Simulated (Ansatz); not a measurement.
Geometry optimisation, RKS B3LYP/def2-SVP in Ansatz 0.2.0.

Input:

```yaml
crystal:
  periodic: [false, false, false]
  atoms:
    - { symbol: In, position_ang: [0.0, 0.0, 0.0] }
    - { symbol: Cl, position_ang: [0.0, 0.0, 2.79] }
    - { symbol: Cl, position_ang: [2.113, 0.0, -1.22] }
    - { symbol: Cl, position_ang: [-2.113, 0.0, -1.22] }
    - { symbol: Si, position_ang: [0.1183, -2.683, 0.8924] }
    - { symbol: H, position_ang: [-0.6717, -3.5281, 0.0017] }
    - { symbol: H, position_ang: [1.5059, -3.137, 0.889] }
    - { symbol: H, position_ang: [-0.4182, -2.77, 2.2474] }
    - { symbol: H, position_ang: [0.0686, -1.5554, 2.2409] }
basis:
  gaussian: { orbitals: def2-SVP }
hamiltonian:
  xc: b3lyp
relax:
  f_tol: 0.15
  max_steps: 25
  restrain:
    - { distance: [0, 4], at: 3.73, k: 30.0 }
    - { distance: [8, 1], at: 2.57, k: 30.0 }
    - { distance: [0, 1], at: 2.44, k: 30.0 }
    - { distance: [8, 4], at: 1.46, k: 30.0 }
```

Run as:

```bash
$ ansatz run input.yaml --threads 4 --pin off --max-ram 5120MiB --backend cpu --events-out ev --progress --plain --runs-dir out
```

Question: Where does it end, and by what steps?

Answer: The forces met the threshold. The restraints hold the end off the free minimum; the threshold counts their pulls, which the force column leaves out. Restrained pairs: In1–Si5 (2.83 → 3.73 Å), Cl2–H9 (1.65 → 2.59 Å), In1–Cl2 (2.79 → 2.41 Å), Si5–H9 (1.76 → 1.48 Å). After 8 steps the energy has fallen by 2.568 eV (the restraints' own energy left out); H8 moved furthest, 1.02 Å.

```json
{"step": "0", "energy less start (eV)": "0.0000", "largest force component (eV/Å)": "2.413", "accepted": "yes"}
{"step": "1", "energy less start (eV)": "0.8417", "largest force component (eV/Å)": "2.228", "accepted": "yes"}
{"step": "2", "energy less start (eV)": "0.9059", "largest force component (eV/Å)": "2.187", "accepted": "yes"}
{"step": "3", "energy less start (eV)": "0.1387", "largest force component (eV/Å)": "2.413", "accepted": "yes"}
{"step": "4", "energy less start (eV)": "-1.0496", "largest force component (eV/Å)": "2.074", "accepted": "yes"}
{"step": "5", "energy less start (eV)": "-1.9356", "largest force component (eV/Å)": "1.357", "accepted": "yes"}
{"step": "6", "energy less start (eV)": "-2.3690", "largest force component (eV/Å)": "0.796", "accepted": "yes"}
{"step": "7", "energy less start (eV)": "-2.5529", "largest force component (eV/Å)": "0.825", "accepted": "yes"}
{"step": "8", "energy less start (eV)": "-2.5684", "largest force component (eV/Å)": "0.843", "accepted": "yes"}
```

```xyz
9
Properties=species:S:1:pos:R:3
In -0.054 0.403 0.015
Cl -0.040 0.795 2.395
Cl 1.967 0.149 -1.142
Cl -2.084 0.389 -1.148
Si 0.167 -3.092 1.298
H -0.621 -3.457 0.086
H 1.591 -3.475 1.103
H -0.406 -3.753 2.504
H 0.082 -1.631 1.509
```

Run time: 9.6 s on 4 threads of AMD EPYC 9R45 96-Core Processor (Zen 5), with other jobs on the host, peak memory 0.36 GiB.
